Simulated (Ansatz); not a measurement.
**A barrier at the coupled-cluster level**

Start structure (Si$_{2}$H$_{7}$OF, singlet), relaxed at PBE0-D4/def2-TZVP:

```xyz
11
angstrom
Si -0.0837 -1.1230 -0.7473
Si 0.6381 1.1164 -0.6413
H -0.3866 -1.4701 -2.1574
H 1.0437 -1.9761 -0.2731
O -1.4626 -1.3597 0.1126
H -0.0907 0.7567 1.9650
F -0.6575 0.1821 2.4310
H 0.8490 1.5302 0.7918
H -0.3513 2.0748 -1.1991
H 1.9533 1.3163 -1.3060
H -1.4519 -1.0476 1.0239
```

The step: Si₂H₆O ([OH][SiH2][SiH3]) + HF → SiH₃OF ([OH][SiH2][F]) + SiH₄; bonds formed: Si1–F7, Si2–H6; bonds broken: Si1–Si2, H6–F7. Computed with Ansatz 0.2.0 (basis: def2-TZVPP and def2-QZVPP); correlated methods freeze the cores. Extrapolation: Hartree–Fock as exp(−7.88 √X), correlation as X^−2.97. Energies below are by CCSD(T) at an estimated basis limit (MP2 extrapolated from triple and quadruple zeta, plus CCSD(T) − MP2 in triple zeta).

**Question.** What are the electronic barrier and the energy of the step, from the start structure to the end structure? (To be estimated.)

**Answer.** The calculation gives: Barrier 149.3 kJ/mol; step energy -147.4 kJ/mol (downhill); reverse barrier, their difference, 296.7 kJ/mol. Barrier and step energy count from the start structure, the reverse barrier from the end structure.

The saddle point: One imaginary mode of 1069i cm⁻¹.
| pair | start (Å) | saddle (Å) | end (Å) |
| --- | --- | --- | --- |
| Si1–F7 | 3.48 | 2.02 | 1.60 |
| Si2–H6 | 2.73 | 1.82 | 1.48 |
| Si1–Si2 | 2.36 | 2.57 | 4.18 |
| H6–F7 | 0.93 | 1.19 | 3.22 |

Zero-point energy (harmonic, PBE0-D4): ZPE is 178.3 kJ/mol at the start and 170.3 kJ/mol at the saddle, so the barrier goes from 149.3 to 141.3 kJ/mol.

T1 diagnostic: at most 0.014.

Labels in which every atom is bracketed show which atoms are joined, not bond orders.

For scale, one of the runs: CCSD(T)/def2-TZVPP, 244 basis functions, launched by `ansatz run in.yaml --threads 4 --pin off --events-out ev --progress --plain --max-ram 9574MiB`. Time: 32 s of wall clock on 4 CPU threads of an AMD EPYC 9R45; the host was shared. Peak host memory: 4.7 GiB.
